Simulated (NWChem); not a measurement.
System: CH6OSi; SMILES C[SiH2]O

```xyz
9

Si     0.4964     0.0958     0.0019
C     -0.4539    -1.5293    -0.0206
O     -0.4928     1.4424    -0.0682
H      1.3605     0.2015    -1.1998
H      1.3551     0.1257     1.2250
H     -1.1058    -1.6393     0.8545
H      0.2466    -2.3744    -0.0162
H     -1.0770    -1.6142    -0.9180
H     -1.0634     1.5963     0.6970
```
Atoms are numbered in this order, from 1.

Structure relaxed at the B3LYP/6-31G* (spherical d) level.

### Question
List the 6 lowest vertical singlet excitations and the 6 lowest triplet ones from Hartree-Fock/6-31+G* (spherical d), CIS (NWChem).

### Answer
```
state  energy (eV)  oscillator strength  leading excitation (squared amplitude)
-----  -----------  -------------------  --------------------------------------
S1            8.51                0.021                      HOMO → LUMO (0.46)
S2            9.22                0.098                      HOMO → LUMO (0.30)
S3            9.31                0.035                    HOMO → LUMO+1 (0.25)
S4            9.62                0.140                  HOMO−1 → LUMO+1 (0.35)
S5            9.93                0.103                    HOMO → LUMO+2 (0.41)
S6           10.11                0.182                  HOMO−1 → LUMO+2 (0.30)
T1            8.04       spin-forbidden                      HOMO → LUMO (0.38)
T2            8.71       spin-forbidden                      HOMO → LUMO (0.26)
T3            8.78       spin-forbidden                    HOMO−1 → LUMO (0.19)
T4            8.94       spin-forbidden                  HOMO−1 → LUMO+1 (0.28)
T5            9.30       spin-forbidden                    HOMO → LUMO+2 (0.33)
T6            9.51       spin-forbidden                    HOMO−1 → LUMO (0.15)
```
